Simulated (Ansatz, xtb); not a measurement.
**Relative energy of two isomers of C6H6O2S**

Structure I: `Cc1csc(OC=O)c1`, a singlet. Structure II: `COC(=O)c1ccsc1`, a singlet. Both are isolated molecules in the gas phase, relaxed with B3LYP/def2-SVP; the shapes shown needn't be the lowest conformers.

I (Å):

```xyz
15

C    -1.8777   -0.2306   -0.4945
C    -0.5346    0.4086   -0.7153
C     0.4399   -0.0894   -1.5433
C     1.1381    2.0030   -0.4361
C     1.5166    4.0311    0.7832
C    -0.1288    1.6282   -0.0694
O     1.9221    3.0723   -0.0819
O     0.4618    4.0885    1.3441
S     1.8690    0.8960   -1.5665
H    -2.0272   -0.4887    0.5674
H    -2.6962    0.4519   -0.7787
H    -1.9854   -1.1523   -1.0848
H     0.4012   -0.9924   -2.1512
H     2.3429    4.7638    0.8829
H    -0.7426    2.1935    0.6268
```

II (Å):

```xyz
15

C    -0.9326    0.6114   -4.2365
C    -0.5093    1.5317   -2.1103
C    -0.5897    1.3057   -0.6482
C    -0.1547    2.2891    0.3000
C    -0.3176    1.8753    1.5936
C    -1.0738    0.1651   -0.0423
O    -0.9734    0.4803   -2.8173
O    -0.0791    2.5387   -2.6242
S    -1.0029    0.2821    1.6725
H     0.1004    0.7562   -4.5884
H    -1.5342    1.4710   -4.5695
H    -1.3448   -0.3208   -4.6426
H     0.2571    3.2532    0.0019
H    -0.0759    2.4112    2.5104
H    -1.4632   -0.7257   -0.5310
```

Quicker runs give these differences E(II) − E(I): GFN2-xTB −9.9 kJ/mol; HF/STO-3G −21.3 kJ/mol (at GFN2-xTB geometries); r2SCAN-D4/def2-SVP −47.6 kJ/mol (at GFN2-xTB geometries).

Estimate E(II) − E(I) at the level CCSD(T)/def2-SVP + ΔMP2/def2-TZVPP.

Calculated at CCSD(T)/def2-SVP + ΔMP2/def2-TZVPP: E(II) − E(I) = −48.4 kJ/mol, so structure II lies lower.

Level by level:

```csv
level,geometry,E(II) − E(I) (kJ/mol),departure from the last row (kJ/mol),"job, with rough time for the two"
GFN2-xTB,GFN2-xTB,−9.9,+38.5,"optimisation, 0.12 s"
HF/STO-3G,GFN2-xTB,−21.3,+27.0,"single point, 0.44 s"
r2SCAN-D4/def2-SVP,GFN2-xTB,−47.6,+0.7,"single point, 3.9 s"
B3LYP/def2-SVP,B3LYP/def2-SVP,−44.0,+4.4,"optimisation, 34 s"
HF/def2-SVP,B3LYP/def2-SVP,−55.5,−7.1,part of the CCSD(T) run
MP2/def2-SVP,B3LYP/def2-SVP,−44.4,+3.9,part of the CCSD(T) run
CCSD(T)/def2-SVP,B3LYP/def2-SVP,−44.6,+3.7,single point
CCSD(T)/def2-SVP + ΔMP2/def2-TZVPP,B3LYP/def2-SVP,−48.4,,"single point, 2 min"
```

As drawn, both hold the same kinds of bond in the same numbers.

The levels shown agree on the order. The largest departure from CCSD(T)/def2-SVP + ΔMP2/def2-TZVPP is that of GFN2-xTB, 38.5 kJ/mol. The last row adds to CCSD(T) the change of the MP2 difference between the two basis sets, here −3.7 kJ/mol.

With thermal terms from frequencies at re-optimised GFN2-xTB minima (ideal gas, soft modes damped towards free rotors, one conformer each, 298.15 K, 1 atm): the zero-point term adds +0.7 kJ/mol; ΔH is −47.8 and ΔG −48.5 kJ/mol.

The correlated steps freeze 13 core orbitals. Codes used: Ansatz 0.2.0, xtb 6.7.1; the last row on 4 threads of Arm Neoverse V2 on a shared host.
